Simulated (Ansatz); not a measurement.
Basis-set series for Br$_{3}$HOSi, SMILES `O[Si](Br)(Br)Br`. Charge 0, multiplicity 1. The structure was optimised at the PBE0-D4/def2-TZVP level. It is one conformer, not always the lowest.

| functional | basis | functions | energy (Eh) | HOMO (eV) | LUMO (eV) |
| --- | --- | --- | --- | --- | --- |
| PBE0-D4 | def2-TZVPP | 231 | -8086.95230 | -8.52 | -0.97 |
| PBE0-D4 | def2-QZVPP | 424 | -8087.12433 | -8.54 | -1.03 |
| ωB97M-V | def2-TZVPP | 231 | -8087.57362 | -10.70 | 0.98 |
| ωB97M-V | def2-QZVPP | 424 | -8087.73896 | -10.72 | 0.81 |

Give the rows for def2-SVP. (An estimate is asked.)

Ansatz gave: 
```
functional     basis  functions  energy (Eh)  HOMO (eV)  LUMO (eV)
   PBE0-D4  def2-SVP        133  -8085.80841      -8.42      -0.74
   ωB97M-V  def2-SVP        133  -8086.43355     -10.58       1.32
```

Positive LUMOs are unbound and depend on the basis. Scalar relativity is left out up to krypton.
